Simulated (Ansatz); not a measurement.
## Four-centre ligand exchange

Start structure (BH₃BrClO₂, closed shell), relaxed at PBE0-D4/def2-TZVP:

B1  (-0.731, 0.364, 0.410)
Br2  (0.530, 1.528, -0.560)
O3  (-1.786, -0.162, -0.231)
O4  (-0.538, 0.106, 1.713)
H5  (1.859, -0.600, -1.092)
Cl6  (2.263, -1.820, -1.167)
H7  (-1.841, 0.067, -1.161)
H8  (0.244, 0.516, 2.088)
(Å)

The step: BH₂BrO₂ ([OH][B]([OH])[Br]) + HCl → BH₂ClO₂ ([OH][B]([OH])[Cl]) + HBr; bonds formed: B1–Cl6, Br2–H5; bonds broken: B1–Br2, H5–Cl6. Ansatz 0.2.0; basis: def2-TZVPP and def2-QZVPP; cores frozen in the correlated methods. Filled d shells of the heavier atoms are correlated. The def2 sets are not built for correlating such inner shells, so the correlated values are less sure here. Extrapolation: Hartree–Fock as exp(−7.88 √X), correlation as X^−2.97. Energies below are by CCSD(T) at an estimated basis limit (MP2 extrapolated from triple and quadruple zeta, plus CCSD(T) − MP2 in triple zeta).

Q: What are the electronic barrier and the energy of the step, from the start structure to the end structure? (An estimate is asked for; the value comes from the calculation.)

A: By the calculation: Barrier 29.99 kcal/mol; step energy -3.23 kcal/mol (downhill); reverse barrier, their difference, 33.22 kcal/mol. Barrier and step energy count from the start structure, the reverse barrier from the end structure.

The saddle point: One imaginary mode of 665i cm⁻¹.
```
  pair  start (Å)  saddle (Å)  end (Å)
B1–Cl6       4.03        2.14     1.80
Br2–H5       2.56        1.72     1.43
B1–Br2       1.97        2.36     4.11
H5–Cl6       1.29        1.52     2.56
```

Zero-point energy (harmonic, PBE0-D4): ZPE is 26.91 kcal/mol at the start and 24.87 kcal/mol at the saddle, so the barrier goes from 29.99 to 27.94 kcal/mol.

T1 diagnostic: at most 0.011.

Labels in which every atom is bracketed show which atoms are joined, not bond orders.

For scale, one of the runs: CCSD(T)/def2-TZVPP, 225 basis functions, launched by `ansatz run in.yaml --threads 8 --pin off --events-out ev --progress --plain --max-ram 19148MiB`. Hardware: 8 CPU threads of an Arm Neoverse V2, shared host. Wall time 85 s; peak host memory 4 GiB.
